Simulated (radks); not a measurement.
The strontium ion Sr2+ inside a hard spherical wall (all orbitals vanish at R), configuration held at [Kr] and not refilled when levels cross. All-electron calculation, scalar-relativistic Kohn-Sham, r2SCAN, spin-polarised, spherical densities, finite nucleus; meta-GGA in the generalised Kohn-Sham scheme; Fermi nuclear charge, rms radius 4.224 fm. Program: a radial shooting solver on a logarithmic mesh with Libxc functionals. Eigenvalues in eV for spin up, with the zero of energy where the potential of the charges vanishes at infinity; a dash marks a level that is unbound or too diffuse for the functional's potential to be trusted. A positive occupied level is held by the wall or, in an anion where self-interaction has pushed it up, behind a barrier. The pressure on the wall is -dE/dV.

R (bohr)  E (hartree)  kinetic (hartree)    e(3p)    e(3d)    e(4s)    e(4p)  e(4d, empty)  e(5s, empty)  pressure (GPa)
free      -3179.38377           3260.513  -275.26  -143.97  -55.951  -37.121       -12.324             -               0
20        -3179.38377           3260.513  -275.26  -143.97  -55.951  -37.121       -12.324             -        < 0.0001
12        -3179.38377           3260.513  -275.26  -143.97  -55.951  -37.121       -12.324             -        < 0.0001
10        -3179.38377           3260.513  -275.26  -143.97  -55.951  -37.121       -12.324       -11.959        < 0.0001
8         -3179.38377           3260.513  -275.26  -143.97  -55.951  -37.121       -12.315       -11.880        < 0.0001
7         -3179.38376           3260.513  -275.26  -143.97  -55.951  -37.120       -12.288       -11.677        0.000786
5         -3179.38191           3260.537  -275.18  -143.89  -55.898  -37.064       -11.785        -9.091           0.491
4         -3179.35400           3260.807  -274.51  -143.22  -55.412  -36.525       -10.113        -2.638            11.9
3.5       -3179.26937           3261.466  -273.08  -141.80  -54.394  -35.346        -7.630         5.650            58.4
2.5       -3177.79436           3269.364  -260.69  -129.51  -44.357  -23.255        11.176        61.257            1570
2         -3173.40228           3287.034  -241.57  -110.56  -23.095    1.910        44.306        153.35            9530
